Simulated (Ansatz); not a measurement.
Abridged output of a molecular run in Ansatz:

```
Functional definition: HF
1541 factors; integrals over basis functions are off by at most 9.7e-4 eV
mean field evaluation 1: about -66520.1697 eV, gradient 3.3e1 eV
mean field evaluation 2: about -66520.3811 eV, gradient 3.4e1 eV
mean field evaluation 4: about -66523.7314 eV, gradient 4.0e0 eV
mean field evaluation 8: about -66523.7965 eV, gradient 2.2e-1 eV
mean field -66523.79669534 eV, -2444.7044371048 hartree, gradient 3.0e-6 eV, S^2 0.000000; 0 other end points of the search recorded, 0 dependent functions left out
16 core orbitals not correlated: weight in the atoms' cores, before any rotation towards them, 1.000 or more for the frozen orbitals, at most 0.000 for the correlated occupied ones
reference -66523.79669534 eV, -2444.7044371048 hartree; 17, 17 occupied and 231, 231 virtual orbitals, 1541 factors
second order -19.95729719 eV of doubles, -0.00000000 eV of singles
cycle   1  -20.49063502 eV  change   -5.3e-1 eV  update   1.0e-1
cycle   2  -21.13224182 eV  change   -6.4e-1 eV  update   3.0e-2
cycle   3  -21.20562780 eV  change   -7.3e-2 eV  update   1.3e-2
cycle   4  -21.20069494 eV  change    4.9e-3 eV  update   3.2e-3
cycle   5  -21.20024931 eV  change    4.5e-4 eV  update   1.1e-3
cycle   6  -21.19997135 eV  change    2.8e-4 eV  update   3.5e-4
cycle   7  -21.19990931 eV  change    6.2e-5 eV  update   1.1e-4
cycle   8  -21.19992745 eV  change   -1.8e-5 eV  update   4.0e-5
perturbative correction -0.85748250 eV, -0.0315119006 hartree
Total energy: -66545.85410529 eV, -2445.5150319695 hartree
```

Its atoms:

```xyz
12

C    -0.010   -0.891    0.821
C     1.185   -0.206    0.115
Ge    0.187    0.747   -1.330
Si   -1.391    0.348    0.398
H     0.161   -1.117    1.876
H    -0.246   -1.837    0.322
H     1.974   -0.890   -0.201
H     1.636    0.550    0.762
H     0.029   -0.125   -2.590
H     0.699    2.137   -1.748
H    -1.458    1.469    1.377
H    -2.767   -0.185    0.200
```

Task: Which basis set was used?
A. def2-SVP
B. def2-QZVPP
C. cc-pV(D+d)Z
D. def2-TZVPP

Result: D. It gives 264 functions.

Task: Write the keys of the input that set method, charge and spin (a neutral closed shell needs none for the last two).

Result: 
```yaml
correlation: {method: ccsd_t}
```
